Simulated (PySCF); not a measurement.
## Which determinant of SnGe lies lowest?

Unrestricted PBE0; basis Sn cc-pVDZ-PP with ECP28, Ge cc-pVDZ-PP with ECP10; scalar-relativistic core potentials; PySCF 2.14. Outer shells of the fragments: Sn 4d10 5s2 5p2; Ge 3d10 4s2 4p2.

Followed along the bond (rough minima from three points):

| 2Ms+1 | unpaired | ⟨S²⟩ at the start | R at minimum (Å) | Te (eV) |
| --- | --- | --- | --- | --- |
| 3 | π ↑↑ | 2.00 | 2.59 | 0.00 |
| 1 | π ↑↓ | 1.00 | 2.59 | 0.20 |
| 3 | σ ↑, π ↑ | 2.02 | 2.47 | 0.26 |
| 1 | σ ↓, π ↑ | 1.01 | 2.47 | 0.46 |
| 1 | none | 0.00 | 2.61 | 0.77 |

Solutions found at the starting distance of 2.510 Å, counted from the lowest of them; the search is not exhaustive and high or unbound solutions are not listed, so other states can lie among these:

| 2Ms+1 | unpaired | term | E (eV) | ⟨S²⟩ | ⟨Lz²⟩ | μ (D) |
| --- | --- | --- | --- | --- | --- | --- |
| 3 | π ↑↑ | ³Σ⁻ | 0.00 | 2.00 | 0.00 | -0.53 |
| 1 | π ↑↓ | mixed | 0.20 | 1.00 | 2.01 | -0.50 |
| 3 | σ ↑, π ↑ | ³Π | 0.24 | 2.02 | 1.00 | -0.70 |
| 1 | σ ↓, π ↑ | mixed | 0.44 | 1.01 | 1.00 | -0.69 |
| 1 | none | mixed | 0.78 | 0.00 | 2.00 | -0.41 |
| 5 | σ ↑, π ↑↑↑ | ⁵Π | 1.19 | 6.00 | 1.00 | -0.43 |

A term symbol is given only where ⟨S²⟩ and ⟨Lz²⟩ are close to those of a pure state; real π, δ and φ orbitals otherwise mix terms. A positive dipole means Sn(−)Ge(+).

Spin–orbit coupling is left out.
